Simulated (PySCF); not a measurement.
# Relaxation of singlet GeBr₂

These are results of PBE in PySCF with Ge def2-SVP, Br def2-SVP; no relativity; density-fitted integrals, not measurements. A (50,194) grid was used.

A start displaced from a saddle point along its imaginary mode, of C2v symmetry, held to at least that symmetry:

Coordinates in bohr (charge 0 multiplicity 1):
```
Ge   -0.0551    0.4692    0.0000
Br    0.0258   -0.2197    4.7072
Br    0.0258   -0.2197   -4.7072
```

Optimiser trace:
| step | E − E(last) (kJ/mol) | largest gradient (Eh/bohr) |
| --- | --- | --- |
| 0 | 111.75 | 0.01135 |
| 1 | 87.24 | 0.01325 |
| 2 | 61.24 | 0.02066 |
| 3 | 28.92 | 0.02186 |
| 4 | 4.31 | 0.00855 |
| 5 | 0.07 | 0.00096 |
| 6 | 0.01 | 0.00071 |
| 7 | 0.00 | 0.00053 |
| 8 | 0.00 | 0.00003 |

It ends at C2v with Ge–Br 2.370 Å (×2); Br–Ge–Br 102.0°. The frequency run here used a shortcut that can spoil soft modes, so no verdict on minimum or saddle point is given. Other isomers or separated fragments may lie lower.

Final geometry:
Coordinates in bohr (charge 0 multiplicity 1):
```
Ge   -0.2240    1.9060    0.0000
Br    0.1049   -0.8926    3.4810
Br    0.1049   -0.8926   -3.4810
```
